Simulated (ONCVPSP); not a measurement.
## Which setting gave this result? (nitrogen, ONCV)

Base potential:

```
Element                 : N
Generator               : ONCVPSP 4.0.1
Type                    : optimised norm-conserving Vanderbilt (ONCV)
Functional              : LDA (Perdew-Zunger)
Relativity              : scalar-relativistic
Frozen core             : [He]
Valence charge          : 5
Reference configuration : 2s2 2p3
Partial waves           : 2s: rc 0.90 bohr, ncon 4, nbas 8, qcut 6.8 1/bohr, 2 projectors, debl 2.7 Ha; 2p: rc 2.15 bohr, ncon 4, nbas 7, qcut 5.7 1/bohr, 1 projector
Local potential         : polynomial inside 0.65 bohr (lpopt 5, dvloc0 6 Ha)
Core correction         : Teter function fitted to the true core (icmod 2), fcfact 0.2
```

Cutoffs, loose and tight: the cutoffs (Ha) at which the residual kinetic energy of the hardest occupied pseudo-wave falls to 1 and 0.1 mHa per electron. They do not see the model core or the augmentation charge, which bear on the density cutoff. Test errors are all-electron minus pseudo excitation energies from the reference, over the configurations 2s2 2p2; 2s2 2p1; 2s2 2p0; 2s1 2p3; variants that change the core or the reference have their own tests.

Only the scale of all radii but the core radius (base = 1) is moved:

```csv
scale of all radii but the core radius (base = 1),"cutoff, loose","cutoff, tight",bound ghosts,largest test error (meV),median size of the test errors
0.82,32 Ha,117 Ha,none,+1611,225.2 meV
0.91,46 Ha,191 Ha,none,+2122,310.9 meV
1,46 Ha,185 Ha,none,+2604,394.7 meV
1.08,30 Ha,155 Ha,none,+3184,499.5 meV
1.29,21 Ha,73 Ha,none,+4735,788.3 meV
```

**Question.** One more run gave cutoff, loose: 23 Ha; cutoff, tight: 122 Ha; bound ghosts: none; largest test error (meV): +4054; median size of the test errors: 658.0 meV. Which value of the scale of all radii but the core radius (base = 1) was used?

**Answer.** 1.2. The median size of the test errors moves one way along this sweep, from 225.2 meV at 0.82 to 788.3 meV at 1.29, which places the run between 1.08 and 1.29.
